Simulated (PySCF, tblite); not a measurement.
Isomers of C6H11ClSi2. All values are computed: GFN2-xTB (tblite) harmonic vibrations without scaling, gas phase. The method is semi-empirical: single wavenumbers can be off by several per cent or more. Modes of hydrogen on silicon can be 10 to 20 % off. One conformer each.

Electronic energies: PBE0/pcSseg-1 single points on the GFN2-xTB geometries (PySCF, gas phase).

| SMILES | electronic energy, lowest = 0 (kcal/mol) |
| --- | --- |
| C#C[Si@H]([SiH2]C)C1(Cl)CC1 | 63.2 |
| CCC#C[C@@H]1[SiH2][C@@H]1[SiH2]Cl | 42.8 |
| C#C[Si@@H]([SiH2]CCl)C1CC1 | 66.6 |
| C=C[Si@@H](Cl)[SiH]1CC=CC1 | 0.0 |

Q: How do GFN2-xTB zero-point energies change the relative energies?

A: 
```
                           SMILES  ZPE (kcal/mol)  of it from modes above 1550 cm⁻¹  electronic (kcal/mol)  with ZPE, lowest = 0 (kcal/mol)  lowest mode (cm⁻¹)  rings
       C=C[Si@@H](Cl)[SiH]1CC=CC1            91.9                              49.8                    0.0                              0.0                   5      1
CCC#C[C@@H]1[SiH2][C@@H]1[SiH2]Cl            88.9                              46.6                   42.8                             39.9                  11      1
      C#C[Si@H]([SiH2]C)C1(Cl)CC1            88.7                              48.0                   63.2                             60.0                  5i      1
       C#C[Si@@H]([SiH2]CCl)C1CC1            89.2                              47.8                   66.6                             64.0                  14      1
```

The zero-point energies span 3.2 kcal/mol, from `C#C[Si@H]([SiH2]C)C1(Cl)CC1` to `C=C[Si@@H](Cl)[SiH]1CC=CC1`. Slightly imaginary modes are left out of the zero-point energy: `C#C[Si@H]([SiH2]C)C1(Cl)CC1` 4.8i cm⁻¹. The order is unchanged.

Q: And how do the electronic energies of GFN2-xTB itself compare?

A: `C=C[Si@@H](Cl)[SiH]1CC=CC1` 0.0; `CCC#C[C@@H]1[SiH2][C@@H]1[SiH2]Cl` 11.6; `C#C[Si@H]([SiH2]C)C1(Cl)CC1` 48.0; `C#C[Si@@H]([SiH2]CCl)C1CC1` 53.5 kcal/mol, lowest = 0. Against the energies above, taken from the same isomer `C=C[Si@@H](Cl)[SiH]1CC=CC1`, the largest difference is 31.2 kcal/mol.
